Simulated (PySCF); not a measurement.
C4H9KO.

```xyz
15

K      0.0000     0.0000     2.5487
O      0.0000     0.0000     0.3016
C      0.0000     0.0000    -1.0679
C      1.2547    -0.7244    -1.6068
C      0.0000     1.4488    -1.6068
C     -1.2547    -0.7244    -1.6068
H      1.3048    -0.7533    -2.7103
H      2.1592    -0.2174    -1.2297
H      1.2678    -1.7612    -1.2297
H      0.8913     1.9786    -1.2297
H      0.0000     1.5066    -2.7103
H     -0.8913     1.9786    -1.2297
H     -1.2678    -1.7612    -1.2297
H     -2.1592    -0.2174    -1.2297
H     -1.3048    -0.7533    -2.7103
```

Geometry optimised at r2SCAN-D4/def2-SVP. The isomer is the one that the SMILES or the coordinates give; other isomers of the formula were not compared.

The numbers are results of PySCF with B3LYP/pcSseg-1, not measurements. Non-relativistic, no solvent.

Computed absolute GIAO shielding of each atom: isotropic value and principal components (ppm):
```json
[
 {"atom": "K1", "σ(iso)": "1262.9", "σ11": "1230.4", "σ22": "1230.4", "σ33": "1327.9", "span": "97.6"},
 {"atom": "O2", "σ(iso)": "187.6", "σ11": "143.6", "σ22": "143.6", "σ33": "275.6", "span": "132.0"},
 {"atom": "C3", "σ(iso)": "109.4", "σ11": "89.7", "σ22": "89.7", "σ33": "148.7", "span": "59.0"},
 {"atom": "C4", "σ(iso)": "139.4", "σ11": "119.7", "σ22": "120.8", "σ33": "177.8", "span": "58.1"},
 {"atom": "C5", "σ(iso)": "139.4", "σ11": "119.7", "σ22": "120.8", "σ33": "177.8", "span": "58.1"},
 {"atom": "C6", "σ(iso)": "139.4", "σ11": "119.7", "σ22": "120.8", "σ33": "177.8", "span": "58.1"},
 {"atom": "H7", "σ(iso)": "30.1", "σ11": "26.8", "σ22": "27.8", "σ33": "35.8", "span": "9.0"},
 {"atom": "H8", "σ(iso)": "30.4", "σ11": "28.2", "σ22": "28.8", "σ33": "34.0", "span": "5.8"},
 {"atom": "H9", "σ(iso)": "30.4", "σ11": "28.2", "σ22": "28.8", "σ33": "34.0", "span": "5.8"},
 {"atom": "H10", "σ(iso)": "30.4", "σ11": "28.2", "σ22": "28.8", "σ33": "34.0", "span": "5.8"},
 {"atom": "H11", "σ(iso)": "30.1", "σ11": "26.8", "σ22": "27.8", "σ33": "35.8", "span": "9.0"},
 {"atom": "H12", "σ(iso)": "30.4", "σ11": "28.2", "σ22": "28.8", "σ33": "34.0", "span": "5.8"},
 {"atom": "H13", "σ(iso)": "30.4", "σ11": "28.2", "σ22": "28.8", "σ33": "34.0", "span": "5.8"},
 {"atom": "H14", "σ(iso)": "30.4", "σ11": "28.2", "σ22": "28.8", "σ33": "34.0", "span": "5.8"},
 {"atom": "H15", "σ(iso)": "30.1", "σ11": "26.8", "σ22": "27.8", "σ33": "35.8", "span": "9.0"}
]
```
